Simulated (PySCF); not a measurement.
Compound: C2H5ClF4Si2.
Z-matrix (Å and degrees, GFN2-xTB geometry), rows numbered from 1:
```
F 
C   1  1.4023
Si  2  1.9398  1  106.70
Si  2  1.9109  1  107.33  3   128.22
Cl  4  1.9920  2  114.35  1    68.84
C   4  1.9554  2  103.90  1  -175.54
F   6  1.3498  4  112.25  2    74.97
F   6  1.3443  4  113.43  2  -165.03
F   6  1.3501  4  112.64  2   -44.26
H   2  1.0978  1  104.49  3  -115.21
H   3  1.4576  2  107.04  1  -170.52
H   3  1.4612  2  105.56  1   -50.94
H   3  1.4609  2  106.73  1    67.78
H   4  1.4571  2  112.48  1   -62.27
```

Computed, not measured: TDDFT PBE0/def2-SVPD, vertical, gas phase, core orbitals frozen in the response in PySCF.

```
state  E (eV)  E (hartree)       f   main configurations (H = HOMO, L = LUMO)
   S1    6.64       0.2441   0.067                                  H→L (95%)
   S2    7.30       0.2684  0.0040                   H-1→L (68%), H→L+1 (18%)
   S3    7.42       0.2729  0.0047                   H→L+1 (69%), H-1→L (21%)
   S4    7.54       0.2771  0.0082                                H-2→L (88%)
   S5    7.73       0.2841   0.125                   H→L+2 (77%), H→L+1 (10%)
   S6    8.15       0.2996  0.0074                  H-1→L+1 (69%), H→L+4 (8%)
   S7    8.20       0.3015   0.014    H→L+3 (54%), H→L+4 (21%), H-1→L+1 (12%)
   S8    8.31       0.3052   0.014  H-2→L+1 (42%), H-3→L (21%), H-1→L+1 (10%)
```

Triplets (Tamm–Dancoff): T1 6.05 eV, H→L (91%); T2 6.92 eV, H-1→L (71%), H-2→L (10%); T3 7.07 eV, H→L+1 (77%), H-2→L (10%).

The lowest singlet lies at 6.64 eV (187 nm, vacuum ultraviolet) and is of moderate strength; its leading configuration is HOMO→LUMO (95%). The strongest level in the table is S5 at 7.73 eV (160 nm, f = 0.125). Löwdin shares by element: HOMO carbon 28% or more, fluorine 21% or more, chlorine 13%, silicon 13% or more (atoms not listed hold the other 25%); LUMO silicon 37%, chlorine 18%, carbon 13% or more (atoms not listed hold the other 32%). The listed states span 1.66 eV, and the widest gap between neighbours is 0.66 eV (S1 to S2). The oscillator strengths of these states sum to 0.245; summed over the whole spectrum of an exact calculation they would give the number of electrons, 98 (Thomas–Reiche–Kuhn). Orbital energies (eV): HOMO-3 -10.35, HOMO-2 -9.67, HOMO-1 -9.46, HOMO -8.74, LUMO -0.75, LUMO+1 -0.09, LUMO+2 0.26. The window holds the lowest 8 singlets.

One conformer stands for the species.
